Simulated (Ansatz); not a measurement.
Cu₂O₂. Charge 0, multiplicity 3. Geometry PBE-D4/def2-SVP, that of the charge +1 doublet; atoms count from 1.

```
atom   x (Å)   y (Å)   z (Å)
 Cu1  -0.018  -0.093   1.235
 Cu2   0.018   0.093  -1.235
  O3   0.176  -1.322  -0.096
  O4  -0.176   1.322   0.096
```

Another isomer (doublet) lies 0.46 eV lower at PBE0-D4/def2-TZVP.

Q: Estimate the Mulliken populations from the PBE0/def2-TZVP orbitals of Ansatz.

A: 
```json
{"atom": "Cu1", "charge (e)": "0.61", "spin (α − β)": "0.28", "d electrons": "9.61"}
{"atom": "Cu2", "charge (e)": "0.61", "spin (α − β)": "0.28", "d electrons": "9.61"}
{"atom": "O3", "charge (e)": "-0.61", "spin (α − β)": "0.72", "d electrons": "–"}
{"atom": "O4", "charge (e)": "-0.61", "spin (α − β)": "0.72", "d electrons": "–"}
```
Mulliken values and Mayer orders depend strongly on the basis.

Q: Where does the spin sit?

A: Summed by element: Cu 0.55, O 1.45, of 2 unpaired in all. Largest on single atoms: O3 0.72, O4 0.72, Cu1 0.28.

Q: And the Mayer bond orders between bonded heavy atoms (over 0.3)?

A: Cu1–O3 0.85 (1.82 Å); Cu1–O4 0.85 (1.82 Å); Cu2–O3 0.85 (1.82 Å); Cu2–O4 0.85 (1.82 Å).
